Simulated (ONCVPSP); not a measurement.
**Cutoff test, molybdenum (Mo), ONCV**

ONCVPSP 4.0.1 input, shortened (lines: element, Z, core and valence counts, functional; n l f; lmax; l rc ep ncon nbas qcut; lloc lpopt rc5 dvloc0; l nproj debl; icmod fcfact rcfact), PBEsol, scalar-relativistic:

```
  Mo 42.00    6    4  -116133      upf
    1    0    2.00
    2    0    2.00
    2    1    6.00
    3    0    2.00
    3    1    6.00
    3    2   10.00
    4    0    2.00
    4    1    6.00
    4    2    4.00
    5    0    2.00
    2
    0    1.60    0.00    5    8    6.40
    1    1.80    0.00    4    8    9.50
    2    2.50    0.00    3    7    5.90
    4    5    1.05    4.00
    0    2    0.60
    1    2    3.50
    2    2    2.70
    3    2.50    1.15
```

Question: For each optimised wave give the share of its norm inside rc, the residual kinetic energy above qcut (Ha) and the cutoffs (Ha) for errors of 10, 1, 0.1 and 0.01 mHa per electron.

Answer:

```json
{"wave": "4s", "norm inside rc": "0.898", "residual KE": "1.5e-03", "10 mHa": "16.1", "1 mHa": "23.7", "0.1 mHa": "60.6", "0.01 mHa": "70.5"}
{"wave": "5s", "norm inside rc": "0.044", "residual KE": "3.7e-04", "10 mHa": "12.4", "1 mHa": "18.3", "0.1 mHa": "32.1", "0.01 mHa": "63.9"}
{"wave": "4p", "norm inside rc": "0.894", "residual KE": "1.2e-08", "10 mHa": "9.2", "1 mHa": "20.4", "0.1 mHa": "27.3", "0.01 mHa": "32.5"}
{"wave": "p projector 2", "norm inside rc": "0.132", "residual KE": "2.6e-08", "10 mHa": "9.6", "1 mHa": "23.1", "0.1 mHa": "30.2", "0.01 mHa": "35.6"}
{"wave": "4d", "norm inside rc": "0.804", "residual KE": "1.3e-06", "10 mHa": "10.1", "1 mHa": "12.6", "0.1 mHa": "14.4", "0.01 mHa": "16.2"}
{"wave": "d projector 2", "norm inside rc": "0.188", "residual KE": "4.1e-05", "10 mHa": "12.1", "1 mHa": "14.6", "0.1 mHa": "16.8", "0.01 mHa": "32.0"}
```

The occupied waves need 24 Ha and 61 Ha for 1 and 0.1 mHa.
